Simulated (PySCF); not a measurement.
Gas-phase reaction: 2 TaOF3 + 2 F2 = 2 TaF5 + O2

Method: PySCF energies plus ideal-gas RRHO corrections (1 bar). † marks an energy on the PBE0/def2-TZVP geometry and frequencies; other levels use their own. CCSD(T) freezes the core. Open shells (unrestricted): O2 (multiplicity 3); the rest are closed-shell singlets. Ta: scalar-relativistic def2 core potential, no spin-orbit coupling. TaOF3: computed as isolated molecules; such fragments, hydroxides, amides, oligomers or adducts are transient or little studied in the gas. CCSD(T) isn't extrapolated to the basis-set limit; its ΔH°(298 K) is -948.6 kJ in def2-SVP and -929.2 kJ in def2-TZVPP. The harmonic model lacks anharmonicity and excited electronic states, which grow with temperature; levels with a mode under 35 cm⁻¹ are left out. Soft modes under 120 cm⁻¹ make the harmonic entropy rough for TaF5. Warning, large T1 diagnostic: TaOF3 (CCSD(T)/def2-SVP†).

| level | ΔE electronic, kJ | ΔH°(298 K), kJ | ΔS°(298 K), J/K | ΔG°(1200 K), kJ |
|---|---|---|---|---|
| BLYP/def2-TZVP† | -895 | -891 | -151 | -718 |
| CCSD(T)/def2-SVP† | -953 | -949 | -151 | -776 |
| CCSD(T)/def2-TZVPP† | -934 | -929 | -151 | -757 |
| PBE/def2-SVP | -957 | -952 | -151 | -779 |
| PBE0/def2-SVP† | -999 | -995 | -151 | -822 |
| PBE0/def2-TZVP | -957 | -953 | -151 | -781 |
| r2SCAN/def2-TZVP† | -984 | -980 | -151 | -807 |
| LDA/def2-TZVP† | -968 | -963 | -151 | -791 |
| ωB97M-V/def2-TZVP† | -962 | -958 | -151 | -786 |
| ωB97X-V/def2-TZVP† | -975 | -971 | -151 | -799 |
ΔH° is lowest at PBE0/def2-SVP† and highest at BLYP/def2-TZVP†. No reference value is set beside these.
